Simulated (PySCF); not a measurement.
Numbering as in the mapped SMILES `[CH3:1][CH2:2][AlH2-:3][NH3+:4]`. Hydrogens are named by the atom that carries them.

Geometry: PBE0-D3(BJ)/def2-SVP; GIAO shifts from PySCF, gas phase, non-relativistic, averaged over equivalent atoms.

At B97-2/pcSseg-2 (291 basis functions, 62 s wall time on 1 thread of an Arm Neoverse N1, shared host):
| atoms | δ (ppm) |
| --- | --- |
| C1 | 13.1 |
| C2 | 2.3 |
| Al3 | 73.4 |
| N4 | 22.9 |
| H(Al3) | 3.94 |
| H(N4) | 1.86 |
| H(C1) | 1.04 |
| H(C2) | -0.07 |

Scale: TMS for 13C (σ = 183.46 ppm), 1H (σ = 31.36 ppm); AlH4- for 27Al (σ = 492.39 ppm); 15N (σ = 259.60 ppm) vs NH3 (reference shieldings calculated alike).

**Question.** Predict the values at KT3/pcSseg-2 on the same geometry.

**Answer.** 
```
 atoms  δ at KT3/pcSseg-2  change
    C1               13.8    +0.7
    C2                4.9    +2.6
   Al3               78.5    +5.1
    N4               25.6    +2.7
H(Al3)               3.94   +0.00
 H(N4)               1.82   -0.04
 H(C1)               1.11   +0.07
 H(C2)               0.05   +0.12
```

Shifts are taken against calculated references (same method and geometry level): TMS for 13C (181.31 ppm), 1H (31.35 ppm); 27Al (499.48 ppm) against AlH4-; NH3 for 15N (258.71 ppm).

The largest change is at Al3 (aluminium bonded to C, N, 2 H). Cost: 291 basis functions, 38 s wall time on 1 thread of an Arm Neoverse V2, shared host.

Experimental scales use liquid or dissolved standards, which lie at an offset from isolated NH3 (liquid NH3: subtract about 20 ppm).
